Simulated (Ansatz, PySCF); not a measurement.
C3H2F3, SMILES F/C=C/[C](F)F, multiplicity 2. Atoms are numbered in the order given.

```xyz
8

F     -0.1909     2.6408     0.0000
C      0.3410     1.4238     0.0000
C     -0.4936     0.3176     0.0000
C     -0.0627    -0.9807     0.0000
F     -0.8593    -2.0204     0.0000
F      1.2031    -1.3310     0.0000
H      1.4320     1.4046     0.0000
H     -1.5740     0.4764     0.0000
```
Charge 0, spin multiplicity 2.

The structure is a stationary point at PBE0-D3(BJ)/def2-SVP. The isomer is the one that the SMILES or the coordinates give; other isomers of the formula were not compared. One conformer was computed; it need not be the lowest.

Two levels are set side by side: PBE-D3(BJ)/def2-SVP (Ansatz, a first-principles code) and PBE0-D3(BJ)/def2-SVP (Ansatz). Each level has its own optimised geometry; the coordinates shown are those of the second. Frequencies come from the Hessian of PySCF at each geometry. Differences are taken from unrounded values.

| quantity | PBE0-D3(BJ) | PBE-D3(BJ) | PBE-D3(BJ) minus PBE0-D3(BJ) |
|---|---|---|---|
| mean bond length (Å) | 1.270 | 1.281 | 0.012 |
| bond F1–C2 (Å) | 1.328 | 1.342 | 0.014 |
| bond C2–C3 (Å) | 1.386 | 1.393 | 0.008 |
| bond C3–C4 (Å) | 1.368 | 1.380 | 0.012 |
| bond C4–F5 (Å) | 1.310 | 1.325 | 0.015 |
| bond C4–F6 (Å) | 1.313 | 1.329 | 0.016 |
| bond C2–H7 (Å) | 1.091 | 1.100 | 0.009 |
| bond C3–H8 (Å) | 1.092 | 1.100 | 0.008 |
| highest harmonic wavenumber (cm⁻¹) | 3251 | 3150 | -101 |
| mean harmonic wavenumber (cm⁻¹) | 1086 | 1046 | -40 |
| zero-point energy (kcal/mol) | 27.93 | 26.92 | -1.02 |

GGA bonds tend to be longer and softer than those of functionals with exact exchange. Differences between two approximate levels are no errors against the true value.
